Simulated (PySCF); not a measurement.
PySCF job for C₄H₃F₃O, SMILES FC1=CCC(F)(F)O1, PBE-D3(BJ)/def2-SVP. Coordinates come from a PBE-D3(BJ)/def2-SVP optimisation. This is a generated structure with no PubChem entry under its InChIKey; it may be hypothetical. One conformer was computed; it need not be the lowest.

```python
import numpy as np
from pyscf import gto, scf, dft, df
from pyscf.hessian import thermo

mol = gto.M(
    atom='''
    F     0.68326213    2.46247139   -0.00000000
    C     0.05148647    1.30960707    0.00000000
    C    -1.26415915    1.03358408   -0.00000000
    C    -1.38561598   -0.46630793   -0.00000000
    C     0.09156977   -0.91938529   -0.00000000
    F     0.41803387   -1.65699680    1.08798976
    F     0.41803389   -1.65699680   -1.08798976
    O     0.90340056    0.23911099    0.00000000
    H    -2.07750962    1.76469630   -0.00000001
    H    -1.89167526   -0.87943594    0.89718557
    H    -1.89167526   -0.87943595   -0.89718560
    ''',
    basis='def2-SVP',
    charge=0,
    spin=0,
    max_memory=1600,
    verbose=3,
)
mf = dft.RKS(mol, xc='pbe').density_fit(auxbasis='def2-universal-jkfit')
mf.disp = 'd3bj'
mf.grids.level = 3
mf.conv_tol = 1e-11
mf.max_cycle = 100
mf.kernel()

# [left out here: the lines that compute and print the analytic Hessian (its translational invariance restored by hand, since the grid's response is missing), thermochemistry and intensities]
```

It prints:

```
converged SCF energy = -528.02970014283

WARN: DFTD3 does not support analytical Hessian, using finite difference


WARN: Mole.unit (angstrom) is changed to Bohr

Mode                                 0                   1                   2
Irrep
Freq [cm^-1]                       44.0184            209.8448            348.7727
Reduced mass [au]                   6.6250              5.5054              3.1912
Force const [Dyne/A]                0.0076              0.1428              0.2287
Char temp [K]                      63.3326            301.9200            501.8063
Normal mode                   x     y     z       x     y     z       x     y     z
       0   F                 0.00 -0.00 -0.07   -0.00 -0.00 -0.12   -0.00  0.00  0.02
       1   C                 0.00 -0.00 -0.02    0.00  0.00  0.05    0.00  0.00 -0.03
       2   C                 0.00 -0.00 -0.08    0.00  0.00  0.17    0.00  0.00 -0.01
       3   C                 0.00 -0.00  0.07   -0.00  0.00 -0.03    0.00  0.00  0.11
       4   C                 0.00 -0.00  0.04    0.00 -0.00 -0.01    0.00 -0.00 -0.03
       5   F                 0.01 -0.09 -0.03   -0.07 -0.03 -0.01   -0.11 -0.01 -0.01
       6   F                -0.01  0.09 -0.03    0.07  0.03 -0.01    0.11  0.01 -0.01
       7   O                 0.00 -0.00  0.13   -0.00 -0.00  0.03    0.00  0.00 -0.08
       8   H                 0.00 -0.00 -0.18    0.00  0.00  0.16    0.00  0.00  0.07
       9   H                 0.04  0.10  0.14   -0.06 -0.16 -0.14    0.21  0.11  0.28
      10   H                -0.04 -0.10  0.14    0.06  0.16 -0.14   -0.21 -0.11  0.28
Mode                                 3                   4                   5
Irrep
Freq [cm^-1]                      354.9732            413.6467            507.7805
Reduced mass [au]                  14.3289             12.4701              5.4997
Force const [Dyne/A]                1.0638              1.2571              0.8355
[...]
       6   F                -0.06 -0.02 -0.01    0.00 -0.03 -0.02    0.02 -0.00 -0.09
       7   O                -0.01  0.08  0.00    0.00  0.00  0.11   -0.08 -0.05  0.00
       8   H                -0.18 -0.21 -0.00    0.00  0.00  0.35    0.00 -0.06  0.00
       9   H                 0.15 -0.14 -0.00    0.02 -0.02  0.00   -0.09 -0.00  0.00
      10   H                 0.15 -0.14  0.00   -0.02  0.02  0.00   -0.09 -0.00 -0.00
Mode                                 9                  10                  11
Irrep
Freq [cm^-1]                      671.1431            687.9194            832.6767
Reduced mass [au]                   9.2098              1.3216              7.9166
Force const [Dyne/A]                2.4442              0.3685              3.2340
Char temp [K]                     965.6254            989.7628           1198.0363
Normal mode                   x     y     z       x     y     z       x     y     z
       0   F                 0.04  0.05 -0.00   -0.00 -0.00 -0.03    0.02 -0.01  0.00
       1   C                 0.05  0.00  0.00   -0.00 -0.00  0.09   -0.03  0.01 -0.00
       2   C                 0.05 -0.10 -0.00   -0.00  0.00 -0.11   -0.06 -0.00  0.00
       3   C                -0.10 -0.09  0.00    0.00  0.00 -0.04   -0.15 -0.01 -0.00
       4   C                -0.07  0.02  0.00    0.00 -0.00 -0.00    0.04 -0.01 -0.00
       5   F                 0.00  0.03 -0.10    0.00 -0.00  0.00    0.00 -0.04  0.05
       6   F                 0.00  0.03  0.10   -0.00  0.00  0.00    0.00 -0.04 -0.05
       7   O                 0.02  0.02 -0.00    0.00 -0.00  0.01    0.13  0.11  0.00
       8   H                 0.06 -0.08 -0.00   -0.00  0.00  0.84    0.01  0.08 -0.00
       9   H                -0.10 -0.08  0.01    0.04  0.12  0.04   -0.17  0.00  0.01
      10   H                -0.10 -0.08 -0.01   -0.04 -0.12  0.04   -0.17  0.00 -0.01
Mode                                12                  13                  14
Irrep
Freq [cm^-1]                      884.2673            970.6936            986.1819
Reduced mass [au]                   1.9368              1.3332              7.3430
Force const [Dyne/A]                0.8923              0.7401              4.2076
Char temp [K]                    1272.2637           1396.6119           1418.8963
Normal mode                   x     y     z       x     y     z       x     y     z
       0   F                 0.00  0.00 -0.00    0.00 -0.01 -0.00    0.03  0.07  0.00
       1   C                -0.00 -0.00 -0.01   -0.01  0.01 -0.00   -0.04 -0.00 -0.00
       2   C                -0.00  0.00  0.07    0.01 -0.09  0.00   -0.13  0.05 -0.00
       3   C                 0.00 -0.00 -0.16    0.02  0.10 -0.00   -0.03 -0.00  0.00
       4   C                -0.00 -0.00 -0.05   -0.02 -0.02  0.00    0.04  0.03 -0.00
       5   F                 0.02 -0.03  0.04    0.01  0.00 -0.00    0.00  0.02 -0.02
       6   F                -0.02  0.03  0.04    0.01  0.00  0.00    0.00  0.02  0.02
       7   O                -0.00 -0.00  0.00    0.03 -0.01 -0.00    0.09 -0.16  0.00
       8   H                -0.00  0.00 -0.09   -0.40 -0.56 -0.00   -0.22 -0.04  0.00
       9   H                 0.43  0.15  0.16   -0.16  0.32 -0.00    0.04 -0.09 -0.00
      10   H                -0.43 -0.15  0.16   -0.16  0.32  0.00    0.04 -0.09  0.00
Mode                                15                  16                  17
Irrep
Freq [cm^-1]                     1054.0093           1060.0641           1170.2003
Reduced mass [au]                   1.3711              6.4634              2.2406
Force const [Dyne/A]                0.8974              4.2793              1.8078
Char temp [K]                    1516.4847           1525.1962           1683.6577
Normal mode                   x     y     z       x     y     z       x     y     z
       0   F                 0.00  0.00  0.00    0.00  0.00 -0.00   -0.01 -0.02  0.00
       1   C                 0.00 -0.00 -0.00    0.02 -0.04  0.00    0.05  0.01  0.00
       2   C                -0.00  0.00 -0.07   -0.05  0.09  0.00    0.03  0.00 -0.00
       3   C                 0.00 -0.00  0.05    0.06 -0.02 -0.00   -0.05  0.06 -0.00
       4   C                -0.00 -0.00 -0.10   -0.13 -0.17  0.00   -0.12  0.12  0.00
       5   F                 0.01 -0.02  0.04    0.00  0.02 -0.01    0.02 -0.03  0.03
       6   F                -0.01  0.02  0.04    0.00  0.02  0.01    0.02 -0.03 -0.03
       7   O                 0.00  0.00  0.01    0.06  0.06 -0.00    0.01  0.00 -0.00
       8   H                -0.00 -0.00  0.06   -0.20 -0.07 -0.00   -0.19 -0.25  0.00
       9   H                 0.22 -0.55 -0.07    0.09 -0.10 -0.02    0.25 -0.29  0.01
      10   H                -0.22  0.55 -0.07    0.09 -0.10  0.02    0.25 -0.29 -0.01
Mode                                18                  19                  20
Irrep
Freq [cm^-1]                     1234.2052           1236.2476           1296.1277
Reduced mass [au]                   3.6579              3.1560              3.6519
Force const [Dyne/A]                3.2829              2.8418              3.6147
Char temp [K]                    1775.7465           1778.6851           1864.8392
Normal mode                   x     y     z       x     y     z       x     y     z
       0   F                 0.04  0.05 -0.00   -0.00 -0.00 -0.00    0.00  0.02  0.00
       1   C                -0.05 -0.08 -0.00    0.00  0.00 -0.00    0.06 -0.07  0.00
       2   C                -0.07 -0.15  0.00    0.00  0.00  0.02    0.02  0.02 -0.00
       3   C                 0.02  0.14  0.00   -0.00 -0.00  0.04   -0.09  0.08 -0.00
       4   C                -0.04 -0.04 -0.00    0.00  0.00 -0.22    0.16 -0.08  0.00
       5   F                 0.01  0.00  0.00    0.01 -0.02  0.05   -0.02  0.02 -0.02
       6   F                 0.01  0.00 -0.00   -0.01  0.02  0.05   -0.02  0.02  0.02
       7   O                 0.01  0.01  0.00   -0.00 -0.00  0.02   -0.07  0.03 -0.00
       8   H                 0.30  0.25 -0.00   -0.00 -0.00 -0.01   -0.18 -0.21 -0.00
       9   H                 0.16 -0.04 -0.00   -0.28  0.23 -0.02    0.09 -0.25 -0.04
      10   H                 0.16 -0.04  0.00    0.28 -0.23 -0.02    0.09 -0.25  0.04
Mode                                21                  22                  23
Irrep
Freq [cm^-1]                     1363.5072           1393.1616           1738.1555
Reduced mass [au]                   6.0646              1.1198              9.2268
Force const [Dyne/A]                6.6431              1.2806             16.4239
Char temp [K]                    1961.7833           2004.4494           2500.8188
Normal mode                   x     y     z       x     y     z       x     y     z
       0   F                 0.02  0.06 -0.00    0.00  0.00  0.00   -0.02 -0.03  0.00
       1   C                 0.06 -0.21  0.00    0.01 -0.01  0.00    0.21  0.08 -0.00
       2   C                -0.05  0.04  0.00   -0.01 -0.01 -0.00   -0.15 -0.06 -0.00
       3   C                 0.03 -0.06 -0.00    0.08  0.04 -0.00    0.01  0.00  0.00
       4   C                -0.01  0.09  0.00   -0.01  0.03 -0.00    0.01 -0.01 -0.00
       5   F                 0.00 -0.02  0.01    0.00 -0.00  0.00   -0.00 -0.00  0.00
       6   F                 0.00 -0.02 -0.01    0.00 -0.00 -0.00   -0.00 -0.00 -0.00
       7   O                -0.04  0.05 -0.00   -0.00  0.00  0.00   -0.02  0.01  0.00
       8   H                -0.12 -0.04 -0.00    0.01  0.02  0.00   -0.03  0.14  0.00
       9   H                -0.07  0.18  0.04   -0.43 -0.29 -0.42   -0.01  0.06  0.02
      10   H                -0.07  0.18 -0.04   -0.43 -0.29  0.42   -0.01  0.06 -0.02
Mode                                24                  25                  26
Irrep
Freq [cm^-1]                     2989.2706           3040.8409           3215.1048
Reduced mass [au]                   1.0607              1.1074              1.0987
Force const [Dyne/A]                5.5846              6.0332              6.6913
Char temp [K]                    4300.8948           4375.0931           4625.8200
Normal mode                   x     y     z       x     y     z       x     y     z
       0   F                 0.00  0.00 -0.00   -0.00 -0.00  0.00   -0.00 -0.00 -0.00
       1   C                -0.00 -0.00  0.00    0.00  0.00  0.00    0.01  0.00  0.00
       2   C                -0.00  0.00  0.00    0.00 -0.00 -0.00   -0.07  0.05 -0.00
       3   C                 0.05  0.04  0.00   -0.00 -0.00  0.09   -0.00 -0.00  0.00
       4   C                -0.00  0.00 -0.00    0.00  0.00  0.00    0.00 -0.00 -0.00
       5   F                -0.00 -0.00  0.00    0.00  0.00 -0.00   -0.00 -0.00  0.00
       6   F                -0.00 -0.00 -0.00   -0.00 -0.00 -0.00   -0.00 -0.00 -0.00
       7   O                -0.00 -0.00  0.00   -0.00  0.00  0.00    0.00 -0.00  0.00
       8   H                 0.01 -0.00 -0.00   -0.00  0.00 -0.00    0.71 -0.63  0.00
       9   H                -0.30 -0.24  0.56    0.31  0.25 -0.54    0.00  0.00 -0.00
      10   H                -0.30 -0.24 -0.56   -0.31 -0.25 -0.54    0.00  0.00  0.00
temperature 298.1500 [K]
pressure 101325.00 [Pa]
Rotational constants [GHz] 3.92719 1.58958 1.42997
Symmetry number 1
Zero-point energy (ZPE) 0.06724 [Eh]   176531.389 [J/mol]
                           tot       elec      trans        rot        vib
Entropy [J/mol/K]       343.926      0.000    168.869    117.062     57.995
Cv [J/mol/K]            100.243      0.000     12.472     12.472     75.300
Cp [J/mol/K]            108.558      0.000     20.786     12.472     75.300
Internal energy [J/mol]                      3718.434   3718.434 186216.250
Internal energy [Eh]   -527.95594  -528.02970
Enthalpy [J/mol]                             6197.391   3718.434 186216.250
Enthalpy [Eh]          -527.95500
Gibbs free energy [J/mol]                  -44150.942 -31183.543 168925.090
Gibbs free energy [Eh] -527.99405
mode   freq/cm-1   IR/(km/mol)
   1       44.02         0.346
   2      209.84         1.267
   3      348.77         2.002
   4      354.97         0.682
   5      413.65         9.223
   6      507.78         1.079
   7      556.53         0.700
   8      616.57         0.000
   9      637.84         7.845
  10      671.14        18.399
  11      687.92        41.156
  12      832.68         7.744
  13      884.27        27.292
  14      970.69        20.889
  15      986.18        40.117
  16     1054.01        41.686
  17     1060.06       251.434
  18     1170.20        85.519
  19     1234.21        55.021
  20     1236.25       170.385
  21     1296.13       262.976
  22     1363.51        66.801
  23     1393.16         9.281
  24     1738.16       224.156
  25     2989.27        12.392
  26     3040.84         2.225
  27     3215.10         4.868
max |gradient| / (hartree/bohr): 0.00022278887946250198
APT charges: [-0.4989  1.0762 -0.3003 -0.0378  1.3968 -0.5082 -0.5082 -0.7609  0.0993
  0.021   0.021 ]
```

The calculation finished and met its thresholds.
